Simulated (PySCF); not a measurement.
CH8F2N2Si2, singlet, geometry from GFN2-xTB, with bond 11-5 at 1.8 times its length; CASSCF(10,9)/STO-3G (PySCF).

PySCF was given this input:
```python
from pyscf import gto, scf, mcscf
import numpy

mol = gto.M(
    atom='''
Si    1.23829381   -0.79595173    0.03433322
F     0.97064801   -1.36461725    1.49867624
F     2.57596438    0.06350826    0.23467499
N    -0.07126454    0.18204842   -0.45649703
C     0.11207445    0.98084993   -1.65941311
Si   -1.53083382    0.47846065    0.48554276
N    -2.92843591    0.68652007   -0.49232345
H     1.56468327   -1.88725968   -0.85246347
H     0.80640336    0.49505718   -2.34314007
H     0.50914659    1.96989792   -1.41800050
H    -1.60694684    1.20905964   -2.57553841
H    -1.39125110    1.74056634    1.21342483
H    -1.74345259   -0.72372919    1.27475395
H    -3.11674634    1.56468083   -0.94419338
H    -3.28434043   -0.07706922   -1.04221266
''',
    basis='sto-3g',
    verbose=4,
)

mf = scf.RHF(mol)
mf.kernel()
mc = mcscf.CASSCF(mf, 9, 10)
mc.fix_spin_(ss=0.0)
mc.kernel()
occ = numpy.linalg.eigvalsh(mc.fcisolver.make_rdm1(mc.ci, mc.ncas, mc.nelecas))[::-1]
ss = mc.fcisolver.spin_square(mc.ci, mc.ncas, mc.nelecas)[0]
print('natural occupations', occ.round(4), ' <S^2>', round(ss, 4))
```

The log (banner, timings and long lists left out):

```
PySCF version 2.14.0

[INPUT] verbose = 4
[INPUT] num. atoms = 15
[INPUT] num. electrons = 74
[INPUT] charge = 0
[INPUT] spin (= nelec alpha-beta = 2S) = 0
[INPUT] symmetry False subgroup None
[INPUT] Mole.unit = angstrom
[INPUT] Symbol           X                Y                Z      unit          X                Y                Z       unit  Magmom
[...]
nuclear repulsion = 494.732010216286
number of shells = 33
number of NR pGTOs = 153
number of NR cGTOs = 51
basis = sto-3g
ecp = {}

******** <class 'pyscf.scf.hf.RHF'> ********
method = RHF
initial guess = minao
damping factor = 0
level_shift factor = 0
DIIS = <class 'pyscf.scf.diis.CDIIS'>
diis_start_cycle = 1
diis_space = 8
diis_damp = 0
SCF conv_tol = 1e-09
SCF conv_tol_grad = None
SCF max_cycles = 50
direct_scf = True
direct_scf_tol = 1e-13
Set gradient conv threshold to 3.16228e-05
Initial guess from minao.
init E= -917.007288705671
[...]
cycle= 1 E= -916.572183190443  delta_E= 0.435  |g|= 0.578  |ddm|= 4.59
[...]
cycle= 2 E= -916.712310233124  delta_E= -0.14  |g|= 0.145  |ddm|= 1.11
[...]
cycle= 3 E= -916.720899732078  delta_E= -0.00859  |g|= 0.0451  |ddm|= 0.254
[...]
cycle= 4 E= -916.722056345342  delta_E= -0.00116  |g|= 0.0149  |ddm|= 0.0996
[...]
cycle= 5 E= -916.722203617445  delta_E= -0.000147  |g|= 0.00365  |ddm|= 0.0398
[...]
cycle= 6 E= -916.722211935341  delta_E= -8.32e-06  |g|= 0.00113  |ddm|= 0.00893
[...]
cycle= 7 E= -916.722212808013  delta_E= -8.73e-07  |g|= 0.00027  |ddm|= 0.00305
[...]
cycle= 8 E= -916.722212867227  delta_E= -5.92e-08  |g|= 9.19e-05  |ddm|= 0.000762
[...]
cycle= 9 E= -916.72221287513  delta_E= -7.9e-09  |g|= 1.95e-05  |ddm|= 0.000304
[...]
cycle= 10 E= -916.722212875559  delta_E= -4.28e-10  |g|= 3.8e-06  |ddm|= 7.72e-05
[...]
Extra cycle  E= -916.722212875569  delta_E= -1.05e-11  |g|= 1.57e-06  |ddm|= 8.83e-06
converged SCF energy = -916.722212875569

******** <class 'pyscf.mcscf.mc1step.CASSCF'> ********
CAS (5e+5e, 9o), ncore = 32, nvir = 10
max_cycle_macro = 50
max_cycle_micro = 4
conv_tol = 1e-07
conv_tol_grad = None
orbital rotation max_stepsize = 0.02
orbital rotation threshold for CI restart = 0.01
augmented hessian ah_max_cycle = 30
augmented hessian ah_conv_tol = 1e-12
augmented hessian ah_linear dependence = 1e-14
augmented hessian ah_level shift = 1e-08
augmented hessian ah_start_tol = 2.5
augmented hessian ah_start_cycle = 3
augmented hessian ah_grad_trust_region = 3
kf_trust_region = 3
kf_interval = 4
ci_response_space = 4
ci_grad_trust_region = 3
with_dep4 0
natorb = False
canonicalization = True
sorting_mo_energy = False
ao2mo_level = 2
internal_rotation = False
******** <class 'pyscf.fci.addons.SpinPenaltyFCISolver'> ********
max. cycles = 50
conv_tol = 1e-08
davidson only = True
linear dependence = 1e-12
level shift = 0.001
max iter space = 12
nroots = 1
pspace_size = 400
spin = None
CASCI E = -916.787339257400  S^2 = 0.0000000
Set conv_tol_grad to 0.000316228
macro iter   1 ( 21 JK    4 micro), CASSCF E = -916.810565922865  dE = -2.32266655e-02  S^2 = 0.0000000
               |grad[o]|=0.0671  |grad[c]|=0.0348  |ddm|=0.0586  |maxRot[o]|=0.185
macro iter   2 ( 21 JK    4 micro), CASSCF E = -916.818312161765  dE = -7.74623890e-03  S^2 = 0.0000000
               |grad[o]|=0.0249  |grad[c]|=0.0533  |ddm|=0.104  |maxRot[o]|=0.248
macro iter   3 ( 21 JK    4 micro), CASSCF E = -916.827899224174  dE = -9.58706241e-03  S^2 = 0.0000000
               |grad[o]|=0.0254  |grad[c]|=0.0264  |ddm|=0.0953  |maxRot[o]|=0.241
macro iter   4 ( 21 JK    4 micro), CASSCF E = -916.834215041863  dE = -6.31581769e-03  S^2 = 0.0000000
               |grad[o]|=0.0206  |grad[c]|=0.0235  |ddm|=0.00981  |maxRot[o]|=0.162
macro iter   5 ( 21 JK    4 micro), CASSCF E = -916.839866616335  dE = -5.65157447e-03  S^2 = 0.0000000
               |grad[o]|=0.0135  |grad[c]|=0.0116  |ddm|=0.00532  |maxRot[o]|= 0.14
macro iter   6 (  7 JK    2 micro), CASSCF E = -916.843280701142  dE = -3.41408481e-03  S^2 = 0.0000000
               |grad[o]|=0.0103  |grad[c]|=0.00426  |ddm|=0.0121  |maxRot[o]|=0.0695
macro iter   7 ( 21 JK    4 micro), CASSCF E = -916.845958761720  dE = -2.67806058e-03  S^2 = 0.0000000
               |grad[o]|=0.00896  |grad[c]|=0.0125  |ddm|=0.0111  |maxRot[o]|=0.117
macro iter   8 ( 21 JK    4 micro), CASSCF E = -916.847667556239  dE = -1.70879452e-03  S^2 = 0.0000000
               |grad[o]|=0.0085  |grad[c]|=0.00928  |ddm|=0.0037  |maxRot[o]|=0.0649
macro iter   9 ( 17 JK    4 micro), CASSCF E = -916.847539508300  dE =  1.28047939e-04  S^2 = 0.0000000
               |grad[o]|=0.00813  |grad[c]|=0.0255  |ddm|=0.0078  |maxRot[o]|=0.0636
macro iter  10 ( 21 JK    4 micro), CASSCF E = -916.849260972419  dE = -1.72146412e-03  S^2 = 0.0000000
               |grad[o]|=0.00822  |grad[c]|=0.00921  |ddm|=0.00504  |maxRot[o]|=0.0587
macro iter  11 ( 12 JK    3 micro), CASSCF E = -916.850076779915  dE = -8.15807496e-04  S^2 = 0.0000000
               |grad[o]|=0.0069  |grad[c]|=0.0034  |ddm|=0.00405  |maxRot[o]|=0.0587
macro iter  12 (  7 JK    2 micro), CASSCF E = -916.851084460624  dE = -1.00768071e-03  S^2 = 0.0000000
               |grad[o]|=0.00618  |grad[c]|=0.00778  |ddm|=0.00496  |maxRot[o]|=0.0517
macro iter  13 (  7 JK    2 micro), CASSCF E = -916.851833081130  dE = -7.48620505e-04  S^2 = 0.0000000
               |grad[o]|=0.00514  |grad[c]|=0.00657  |ddm|=0.00566  |maxRot[o]|=0.0601
macro iter  14 (  7 JK    2 micro), CASSCF E = -916.852435939834  dE = -6.02858704e-04  S^2 = 0.0000000
               |grad[o]|=0.00449  |grad[c]|=0.00303  |ddm|=0.0058  |maxRot[o]|=0.0647
macro iter  15 (  7 JK    2 micro), CASSCF E = -916.852913681601  dE = -4.77741767e-04  S^2 = 0.0000000
               |grad[o]|=0.00399  |grad[c]|=0.00357  |ddm|=0.00456  |maxRot[o]|=0.0671
macro iter  16 (  7 JK    2 micro), CASSCF E = -916.853214342632  dE = -3.00661031e-04  S^2 = 0.0000000
               |grad[o]|=0.00319  |grad[c]|=0.0101  |ddm|=0.00297  |maxRot[o]|=0.0682
[...]
macro iter  22 ( 17 JK    4 micro), CASSCF E = -916.853240315203  dE = -5.23380601e-05  S^2 = 0.0000000
               |grad[o]|=0.00163  |grad[c]|=0.00429  |ddm|=0.00165  |maxRot[o]|=0.0303
macro iter  23 (  7 JK    2 micro), CASSCF E = -916.853287943931  dE = -4.76287280e-05  S^2 = 0.0000000
               |grad[o]|=0.000648  |grad[c]|=0.00573  |ddm|=0.00187  |maxRot[o]|=0.0353
macro iter  24 ( 12 JK    3 micro), CASSCF E = -916.853250927471  dE =  3.70164603e-05  S^2 = 0.0000000
               |grad[o]|=0.000753  |grad[c]|=0.00251  |ddm|=0.00147  |maxRot[o]|=0.0348
macro iter  25 ( 21 JK    4 micro), CASSCF E = -916.853272975029  dE = -2.20475576e-05  S^2 = 0.0000000
               |grad[o]|=0.00146  |grad[c]|=0.00215  |ddm|=0.000842  |maxRot[o]|=0.0266
macro iter  26 (  7 JK    2 micro), CASSCF E = -916.853292078307  dE = -1.91032784e-05  S^2 = 0.0000000
               |grad[o]|=0.000606  |grad[c]|=0.00255  |ddm|=0.00129  |maxRot[o]|=0.0282
macro iter  27 ( 10 JK    2 micro), CASSCF E = -916.853276682325  dE =  1.53959825e-05  S^2 = 0.0000000
               |grad[o]|=0.000706  |grad[c]|=0.00222  |ddm|=0.000782  |maxRot[o]|=0.0141
macro iter  28 ( 21 JK    4 micro), CASSCF E = -916.853286672106  dE = -9.98978089e-06  S^2 = 0.0000000
               |grad[o]|=0.00136  |grad[c]|=0.00302  |ddm|=0.000533  |maxRot[o]|=0.0295
macro iter  29 (  7 JK    2 micro), CASSCF E = -916.853303064512  dE = -1.63924062e-05  S^2 = 0.0000000
               |grad[o]|=0.000518  |grad[c]|=0.00245  |ddm|=0.00139  |maxRot[o]|=0.0233
macro iter  30 ( 12 JK    3 micro), CASSCF E = -916.853312340817  dE = -9.27630538e-06  S^2 = 0.0000000
               |grad[o]|=0.000485  |grad[c]|=0.00188  |ddm|=0.00647  |maxRot[o]|=0.053
macro iter  31 (  9 JK    3 micro), CASSCF E = -916.853338414113  dE = -2.60732954e-05  S^2 = 0.0000000
               |grad[o]|=0.00169  |grad[c]|=0.000755  |ddm|=0.00249  |maxRot[o]|=0.0156
macro iter  32 (  7 JK    2 micro), CASSCF E = -916.853361391973  dE = -2.29778601e-05  S^2 = 0.0000000
               |grad[o]|=0.00094  |grad[c]|=0.000694  |ddm|=0.00271  |maxRot[o]|=0.0166
macro iter  33 (  7 JK    2 micro), CASSCF E = -916.853400571616  dE = -3.91796434e-05  S^2 = 0.0000000
               |grad[o]|=0.000753  |grad[c]|=0.00137  |ddm|=0.00386  |maxRot[o]|=0.032
macro iter  34 (  7 JK    2 micro), CASSCF E = -916.853485913015  dE = -8.53413984e-05  S^2 = 0.0000000
               |grad[o]|=0.00096  |grad[c]|=0.00721  |ddm|=0.00701  |maxRot[o]|=0.0459
macro iter  35 (  7 JK    2 micro), CASSCF E = -916.853674038143  dE = -1.88125128e-04  S^2 = 0.0000000
               |grad[o]|=0.00164  |grad[c]|=0.0199  |ddm|=0.0131  |maxRot[o]|=0.0661
macro iter  36 (  7 JK    2 micro), CASSCF E = -916.853906382076  dE = -2.32343934e-04  S^2 = 0.0000000
               |grad[o]|=0.00207  |grad[c]|=0.0183  |ddm|=0.0108  |maxRot[o]|=0.0693
macro iter  37 (  7 JK    2 micro), CASSCF E = -916.854134350652  dE = -2.27968576e-04  S^2 = 0.0000000
               |grad[o]|=0.00207  |grad[c]|=0.0119  |ddm|=0.00874  |maxRot[o]|=0.0695
macro iter  38 (  6 JK    2 micro), CASSCF E = -916.854268756474  dE = -1.34405822e-04  S^2 = 0.0000000
               |grad[o]|=0.00189  |grad[c]|=0.00246  |ddm|=0.00425  |maxRot[o]|=0.0498
macro iter  39 (  6 JK    2 micro), CASSCF E = -916.854361403718  dE = -9.26472435e-05  S^2 = 0.0000000
               |grad[o]|=0.00146  |grad[c]|=0.00169  |ddm|=0.0031  |maxRot[o]|=0.0499
macro iter  40 (  5 JK    2 micro), CASSCF E = -916.854392929214  dE = -3.15254960e-05  S^2 = 0.0000000
               |grad[o]|=0.000856  |grad[c]|=0.00151  |ddm|=0.00126  |maxRot[o]|=0.0293
macro iter  41 (  9 JK    3 micro), CASSCF E = -916.854328326296  dE =  6.46029174e-05  S^2 = 0.0000000
               |grad[o]|=0.000428  |grad[c]|=0.00239  |ddm|=0.00068  |maxRot[o]|=0.0426
macro iter  42 ( 17 JK    4 micro), CASSCF E = -916.854371353011  dE = -4.30267146e-05  S^2 = 0.0000000
               |grad[o]|=0.000971  |grad[c]|=0.00244  |ddm|=0.000653  |maxRot[o]|=0.021
macro iter  43 (  7 JK    2 micro), CASSCF E = -916.854400548834  dE = -2.91958231e-05  S^2 = 0.0000000
               |grad[o]|=0.000402  |grad[c]|=0.00139  |ddm|=0.00115  |maxRot[o]|=0.0333
macro iter  44 ( 21 JK    4 micro), CASSCF E = -916.854380611001  dE =  1.99378327e-05  S^2 = 0.0000000
               |grad[o]|=0.00025  |grad[c]|=0.00163  |ddm|=0.000298  |maxRot[o]|=0.023
macro iter  45 ( 21 JK    4 micro), CASSCF E = -916.854380158579  dE =  4.52421887e-07  S^2 = 0.0000000
               |grad[o]|=0.000559  |grad[c]|=0.00216  |ddm|=0.000277  |maxRot[o]|=0.0169
macro iter  46 ( 25 JK    4 micro), CASSCF E = -916.854397692739  dE = -1.75341592e-05  S^2 = 0.0000000
               |grad[o]|=0.000545  |grad[c]|=0.00156  |ddm|=0.000339  |maxRot[o]|=0.0265
macro iter  47 ( 17 JK    4 micro), CASSCF E = -916.854374914626  dE =  2.27781125e-05  S^2 = 0.0000000
               |grad[o]|=0.000305  |grad[c]|=0.00185  |ddm|=0.000537  |maxRot[o]|=0.0191
macro iter  48 ( 22 JK    4 micro), CASSCF E = -916.854392740271  dE = -1.78256447e-05  S^2 = 0.0000000
               |grad[o]|=0.000509  |grad[c]|=0.00221  |ddm|=0.000441  |maxRot[o]|=0.0259
macro iter  49 ( 12 JK    3 micro), CASSCF E = -916.854387436781  dE =  5.30349007e-06  S^2 = 0.0000000
               |grad[o]|=0.000334  |grad[c]|=0.00669  |ddm|=0.00175  |maxRot[o]|=0.0229
macro iter  50 ( 21 JK    4 micro), CASSCF E = -916.854398426935  dE = -1.09901542e-05  S^2 = 0.0000000
               |grad[o]|=0.000477  |grad[c]|=0.00471  |ddm|=0.000549  |maxRot[o]|=0.0258
1-step CASSCF not converged,  50 macro (655 JK 149 micro) steps
CASSCF canonicalization
Density matrix diagonal elements [1.97962379 1.98318828 1.91965619 1.98288486 1.79732857 0.27863821
 0.01754762 0.0186432  0.02248929]
CASSCF energy = -916.854398426935
CASCI E = -916.854398426935  E(CI) = -19.4906032071355  S^2 = 0.0000000
natural occupations [1.9973 1.9869 1.9817 1.9773 1.7216 0.2784 0.0248 0.0173 0.0148]  <S^2> 0.0
```

Convergence was not reached.
